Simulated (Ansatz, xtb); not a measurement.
## Relative energy of two isomers of H10N2OSi3

Structure X is `N[SiH2]O[SiH2]N[SiH3]`, a singlet and structure Y is `N[SiH2]N([SiH3])[SiH2]O`, a singlet. Both are isolated molecules in the gas phase, relaxed with PBE-D3(BJ)/def2-SVP; each stands in its lowest conformer found.

X (Å):

| atom | x (Å) | y (Å) | z (Å) |
| --- | --- | --- | --- |
| N | -1.0806 | -1.4275 | 1.0707 |
| N | 0.7975 | 1.6165 | 2.2200 |
| O | -1.8926 | 0.7630 | 2.7678 |
| Si | -1.9939 | -0.8900 | 2.4411 |
| Si | -0.9126 | 1.9895 | 2.1818 |
| Si | 1.7537 | 0.8225 | 0.9855 |
| H | -1.3577 | -1.2223 | 0.1093 |
| H | -0.0851 | -1.6487 | 1.1379 |
| H | -3.4431 | -1.1767 | 2.1883 |
| H | -1.4643 | -1.6322 | 3.6319 |
| H | -1.1577 | 3.1731 | 3.0666 |
| H | -1.2489 | 2.2741 | 0.7461 |
| H | 1.2553 | 1.7386 | 3.1300 |
| H | 1.0203 | 0.9593 | -0.3176 |
| H | 3.1137 | 1.4602 | 0.8819 |
| H | 1.9877 | -0.6504 | 1.2426 |

Y (Å):

```xyz
16

N    -1.4730   -1.2072   -1.8328
N    -1.1877   -0.4357    0.8878
O     0.3920    0.7601   -1.0705
Si   -1.1832   -1.8155   -0.1917
Si   -2.1275   -0.4547    2.3824
Si   -0.2340    1.0080    0.4542
H    -2.4097   -0.8346   -2.0272
H    -1.1969   -1.8322   -2.5990
H    -2.2354   -2.7594    0.3364
H     0.1241   -2.5460   -0.3030
H    -1.6843   -1.5481    3.3178
H    -1.9145    0.8739    3.0563
H    -3.5982   -0.6414    2.1141
H     0.9170    1.2233    1.3948
H    -1.1617    2.1938    0.5507
H    -0.2282    0.2038   -1.6185
```

**Question.** Estimate which is lower in electronic energy at CCSD(T)/def2-SVP + ΔMP2/def2-TZVPP, and by roughly how much.

**Answer.** The CCSD(T)/def2-SVP + ΔMP2/def2-TZVPP calculation puts structure X lower, by 48.2 kJ/mol.

How the difference moves with the method:

| level | geometry | E(Y) − E(X) (kJ/mol) | departure from the last row (kJ/mol) | job, with rough time for the two |
| --- | --- | --- | --- | --- |
| PBE-D3(BJ)/def2-SVP | PBE-D3(BJ)/def2-SVP | +37.0 | −11.1 | optimisation, 2.4 min |
| HF/def2-SVP | PBE-D3(BJ)/def2-SVP | +64.5 | +16.3 | part of the CCSD(T) run |
| MP2/def2-SVP | PBE-D3(BJ)/def2-SVP | +42.9 | −5.3 | part of the CCSD(T) run |
| CCSD(T)/def2-SVP | PBE-D3(BJ)/def2-SVP | +43.7 | −4.4 | single point |
| CCSD(T)/def2-SVP + ΔMP2/def2-TZVPP | PBE-D3(BJ)/def2-SVP | +48.2 |  | single point, 59 s |

As drawn, Y has 1 N–Si, 1 O–H in place of 1 O–Si, 1 N–H.

None of the levels shown reverses the order. The largest departure from CCSD(T)/def2-SVP + ΔMP2/def2-TZVPP is that of HF/def2-SVP, 16.3 kJ/mol. Levels run at GFN2-xTB geometries aren't shown. The last row adds to CCSD(T) the change of the MP2 difference between the two basis sets, here +4.4 kJ/mol.

With thermal terms from frequencies at re-optimised GFN2-xTB minima (ideal gas, soft modes damped towards free rotors, one conformer each, 298.15 K, 1 atm): the zero-point term adds +1.4 kJ/mol; ΔH is +47.2 and ΔG +54.1 kJ/mol.

The correlated steps freeze 18 core orbitals. Codes used: Ansatz 0.2.0, xtb 6.7.1; the last row on 4 threads of Arm Neoverse V1 on a shared host.
